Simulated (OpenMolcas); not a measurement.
W5+ (d1) among equal point charges was computed by CASSCF with the d shell active (OpenMolcas, ANO-RCC-VTZP on the metal). Its lowest spin-free states, and all those of the highest spin:

```tsv
2S+1	Degeneracy	E (cm-1)
2	2	0.0
2	1	10577
2	2	19314
```

Is the site octahedral, tetrahedral or cube-like, axial, or of lower symmetry?

The states with 2S+1 = 2 have orbital degeneracies 2, 1, 2. There are pairs but no triples, so the site is axial: not cubic, but with a proper or improper axis of order three or more. The run had W5+ among 6 point charges of -1.7 e arranged as a trigonal prism (D3h), 1.91 Å from the ion, with a polar angle of 45.2° against the regular 49.1°.

An orbital doublet at a regular site is open to a Jahn-Teller distortion, which this geometry leaves out. This is an electrostatic model: the charges have no orbitals. No measured value stands beside these numbers.
